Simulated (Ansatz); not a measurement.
(1) Predict a relaxed structure of the cluster Si2W2 (the lowest singlet isomer of a short search), charge 0, singlet, at PBE0-D4/def2-SVP (Ansatz).

## Answers

(1) 
| atom | x (Å) | y (Å) | z (Å) |
| --- | --- | --- | --- |
| W1 | 0.367 | -0.277 | -1.187 |
| W2 | -1.097 | 0.620 | 0.180 |
| Si3 | -0.462 | -1.660 | 0.594 |
| Si4 | 1.192 | 1.317 | 0.412 |
Point group C2v (tolerance 0.1 Å). This is one stationary point.

In the def2 sets W takes a core potential; there is no spin–orbit coupling. The structure comes from a short search, and lower isomers may exist.
